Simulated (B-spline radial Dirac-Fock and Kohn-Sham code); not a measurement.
# Total and shell-resolved photoionisation of S¹²⁺

System: the S¹²⁺ ion, [He] 2s2.

The run's input, task.json:

```json
{"items": [{
  "Z": 16,
  "q": 12,
  "cfg": [[1, 0, 2], [2, 0, 2]],
  "A": 32,
  "rrms": 3.2611,
  "do": ["binding", "quiet", "photo"],
  "hv": [46.7, 52.2, 85.5, 100, 600, 1130.0, 1390.0, 1486.9, 1560.0, 2984.4, 7550.0, 9251.7, 17479.3, 40000, 80000, 125000.0]
}]}
```

Command: `python xray_run.py task.json out`

The computed values come from a radial finite-basis atomic code: independent-particle photoionisation in a Dirac-Hartree-Slater potential with a Latter tail, all multipoles, thresholds from Dirac-Fock ΔSCF.

Computed thresholds (eV): K 3061.4, L1 646.8.

```
photon energy (eV)  total (b)  K (%)  L (%)
              1130      52660      –  100.0
              1390      33920      –  100.0
            1486.9      29240      –  100.0
              1560      26270      –  100.0
            2984.4       5520      –  100.0
              7550       6068   91.9    8.1
            9251.7       3391   91.7    8.3
           17479.3      516.6   91.3    8.7
             40000      40.52   90.9    9.1
             80000      4.526   90.7    9.3
            125000      1.090   90.6    9.4
```

**Question.** With what power of the photon energy does the total fall between 80000 and 125000 eV?

**Answer.** As E^-3.19. The non-relativistic Born limit for an s electron far above threshold is E^-3.5; near threshold and at relativistic energies the fall is slower.
